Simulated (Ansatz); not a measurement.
A nudged elastic band was laid between two geometries of C4H12OSi (18 atoms, charge 0, multiplicity 1).

The calculation used Ansatz 0.2.0, RKS PBE/STO-3G.

| Property | Result |
| --- | --- |
| movable images | 5 |
| climbing image | yes |
| spring | 5.0 eV/Å² |
| optimiser | quadratic models (default) |
| start path | IDPP |
| force threshold | 0.03 eV/Å |
| iteration limit | 48 |
| end points | relaxed |

First end point:

```xyz
18
Properties=species:S:1:pos:R:3
C 0.707 -1.107 1.734
O 0.931 0.201 1.093
C 0.123 0.304 -0.163
C 0.641 -0.688 -1.276
C 0.421 1.775 -0.629
Si -1.788 0.093 0.068
H -0.362 -1.276 2.021
H 1.033 -1.977 1.111
H 1.319 -1.098 2.662
H 0.151 -0.459 -2.242
H 0.420 -1.742 -1.023
H 1.735 -0.580 -1.407
H 1.510 1.912 -0.775
H -0.092 1.996 -1.584
H 0.081 2.503 0.132
H -2.171 -1.307 0.175
H -2.243 0.803 1.254
H -2.452 0.657 -1.098
```

Last end point:

```xyz
18
Properties=species:S:1:pos:R:3
C 0.985 -0.926 1.703
O 0.996 0.362 0.989
C 0.071 0.307 -0.186
C 0.599 -0.678 -1.302
C 0.152 1.776 -0.741
Si -1.773 -0.106 0.235
H -0.026 -1.200 2.097
H 1.355 -1.785 1.090
H 1.672 -0.799 2.568
H 1.655 -0.452 -1.544
H -0.002 -0.559 -2.224
H 0.530 -1.734 -0.983
H 1.199 2.026 -0.998
H -0.469 1.887 -1.650
H -0.200 2.500 0.018
H -1.979 -1.532 0.439
H -2.201 0.612 1.427
H -2.601 0.314 -0.886
```

Problem. Which bonds break or form, and what moves?

Solution. No bond is made or broken. The dihedral Si6–C3–C4–H12 goes from -179 to -59°. The two ends are copies of one structure, up to a mirror image or an exchange of like atoms.

Problem. What energy profile does the band end with?

Solution. The forces met the threshold. The highest image is number 3 of 0 to 6, 11.1 kJ/mol above the ends, which have the same energy within 2 meV. A vibrational analysis at the climbing image gives one clearly imaginary mode, 211i cm⁻¹: a first-order saddle point. Limits of this set-up: minimal basis.

```csv
image,path coordinate (Å),energy (kJ/mol),dihedral Si6–C3–C4–H12 (°)
0,0.00,0.0,-179
1,0.61,2.7,-160
2,1.22,8.3,-140
3,1.83,11.1,-120
4,2.47,8.0,-99
5,3.11,2.2,-77
6,3.76,0.0,-59
```

Problem. What is the geometry of the highest image?

Solution. 
```xyz
18
Properties=species:S:1:pos:R:3:forces:R:3
C 0.935 -0.931 1.716 0.00 0.00 0.00
O 1.025 0.333 0.965 0.00 -0.01 0.01
C 0.085 0.302 -0.200 0.00 -0.01 -0.01
C 0.620 -0.675 -1.340 0.00 0.02 0.01
C 0.156 1.785 -0.718 0.00 0.00 0.00
Si -1.755 -0.108 0.235 -0.01 0.00 0.00
H -0.068 -1.086 2.188 0.00 0.00 0.00
H 1.164 -1.839 1.103 0.00 0.00 0.00
H 1.693 -0.860 2.527 0.00 0.00 0.00
H 0.957 -0.098 -2.221 0.00 0.00 0.00
H -0.149 -1.396 -1.675 0.00 0.00 0.00
H 1.487 -1.252 -0.968 0.00 0.00 0.00
H 1.204 2.053 -0.953 0.00 0.00 0.00
H -0.452 1.907 -1.634 0.00 0.00 0.00
H -0.217 2.490 0.050 0.00 0.00 0.00
H -1.959 -1.534 0.440 0.00 0.00 0.00
H -2.183 0.612 1.425 0.00 0.00 0.00
H -2.582 0.310 -0.888 0.00 0.00 0.00
```

Problem. What are the harmonic wavenumbers there?

Solution. 211i, 136, 145, 215, 230, 237, 256, 317, 368, 380, 496, 614, 678, 684, 880, 951, 1008, 1015, 1067, 1083, 1096, 1112, 1146, 1183, 1234, 1244, 1287, 1511, 1525, 1549, 1608, 1635, 1636, 1642, 1647, 1651, 2581, 2640, 2643, 3140, 3240, 3242, 3268, 3356, 3407, 3408, 3413, 3416 cm⁻¹.

Run time: 3 min on 1 thread of Intel(R) Xeon(R) Processor @ 2.70GHz (shared host), peak memory 0.12 GiB.
